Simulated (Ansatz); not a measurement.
C₆H₁₈ClN₃Sn, SMILES `C[N](C)[Sn]([Cl])([N](C)C)[N](C)C`. The species carries charge 0 and has multiplicity 1. Sn: def2 effective core potential. Geometry: relaxed with PBE0-D4/def2-TZVP. It is one conformer, not always the lowest.

```xyz
29

C    -1.131   -0.385    2.376
N    -1.586    0.305    1.194
C    -2.406    1.457    1.471
Sn   -0.483    0.236   -0.470
Cl   -1.876    0.937   -2.214
N     0.096   -1.679   -0.627
C    -0.915   -2.711   -0.636
C     1.233   -1.989   -1.460
N     1.069    1.508   -0.524
C     2.015    1.460    0.563
C     1.642    1.940   -1.773
H    -0.501   -1.236    2.109
H    -0.557    0.263    3.058
H    -1.989   -0.771    2.944
H    -1.883    2.226    2.061
H    -2.752    1.919    0.544
H    -3.296    1.157    2.040
H    -1.310   -2.919   -1.642
H    -1.756   -2.431    0.003
H    -0.498   -3.649   -0.246
H     1.966   -1.179   -1.428
H     1.731   -2.897   -1.095
H     0.966   -2.163   -2.514
H     2.454    2.454    0.727
H     2.849    0.760    0.389
H     1.524    1.167    1.496
H     0.880    1.975   -2.555
H     2.051    2.954   -1.668
H     2.462    1.292   -2.123
```

**Question.** What is the dipole moment at r2SCAN/def2-TZVPP? (Estimate.)

**Answer.** The calculation gave: 2.45 D, with components (1.71, -0.85, 1.53) D in this frame, pointing from negative to positive charge.

**Question.** And with PBE, B3LYP, ωB97M-V? (Best estimate.)

**Answer.** The calculation gave: PBE 2.37 D, B3LYP 2.41 D, ωB97M-V 2.36 D.

**Question.** Give the Mulliken charges with r2SCAN, ωB97M-V, PBE in def2-TZVPP. (Estimate.)

**Answer.** Ansatz gave: 
```json
{"atom": "C1", "r2SCAN": "-0.06", "ωB97M-V": "-0.26", "PBE": "-0.19"}
{"atom": "N2", "r2SCAN": "-0.42", "ωB97M-V": "-0.40", "PBE": "-0.35"}
{"atom": "C3", "r2SCAN": "-0.05", "ωB97M-V": "-0.23", "PBE": "-0.17"}
{"atom": "Sn4", "r2SCAN": "1.07", "ωB97M-V": "1.01", "PBE": "0.99"}
{"atom": "Cl5", "r2SCAN": "-0.37", "ωB97M-V": "-0.32", "PBE": "-0.35"}
{"atom": "N6", "r2SCAN": "-0.41", "ωB97M-V": "-0.41", "PBE": "-0.35"}
{"atom": "C7", "r2SCAN": "-0.05", "ωB97M-V": "-0.25", "PBE": "-0.18"}
{"atom": "C8", "r2SCAN": "-0.05", "ωB97M-V": "-0.24", "PBE": "-0.18"}
{"atom": "N9", "r2SCAN": "-0.41", "ωB97M-V": "-0.40", "PBE": "-0.35"}
{"atom": "C10", "r2SCAN": "-0.04", "ωB97M-V": "-0.24", "PBE": "-0.18"}
{"atom": "C11", "r2SCAN": "-0.05", "ωB97M-V": "-0.23", "PBE": "-0.17"}
{"atom": "H12", "r2SCAN": "0.06", "ωB97M-V": "0.12", "PBE": "0.09"}
{"atom": "H13", "r2SCAN": "0.04", "ωB97M-V": "0.11", "PBE": "0.08"}
{"atom": "H14", "r2SCAN": "0.05", "ωB97M-V": "0.12", "PBE": "0.08"}
{"atom": "H15", "r2SCAN": "0.04", "ωB97M-V": "0.11", "PBE": "0.08"}
{"atom": "H16", "r2SCAN": "0.06", "ωB97M-V": "0.11", "PBE": "0.09"}
{"atom": "H17", "r2SCAN": "0.04", "ωB97M-V": "0.11", "PBE": "0.08"}
{"atom": "H18", "r2SCAN": "0.05", "ωB97M-V": "0.12", "PBE": "0.09"}
{"atom": "H19", "r2SCAN": "0.05", "ωB97M-V": "0.11", "PBE": "0.09"}
{"atom": "H20", "r2SCAN": "0.04", "ωB97M-V": "0.11", "PBE": "0.08"}
{"atom": "H21", "r2SCAN": "0.04", "ωB97M-V": "0.09", "PBE": "0.08"}
{"atom": "H22", "r2SCAN": "0.04", "ωB97M-V": "0.11", "PBE": "0.08"}
{"atom": "H23", "r2SCAN": "0.05", "ωB97M-V": "0.12", "PBE": "0.08"}
{"atom": "H24", "r2SCAN": "0.05", "ωB97M-V": "0.11", "PBE": "0.08"}
{"atom": "H25", "r2SCAN": "0.04", "ωB97M-V": "0.10", "PBE": "0.07"}
{"atom": "H26", "r2SCAN": "0.05", "ωB97M-V": "0.10", "PBE": "0.09"}
{"atom": "H27", "r2SCAN": "0.06", "ωB97M-V": "0.11", "PBE": "0.09"}
{"atom": "H28", "r2SCAN": "0.04", "ωB97M-V": "0.11", "PBE": "0.08"}
{"atom": "H29", "r2SCAN": "0.03", "ωB97M-V": "0.10", "PBE": "0.07"}
```

B3LYP here is the variant with VWN-RPA as its local correlation; programs differ in this.
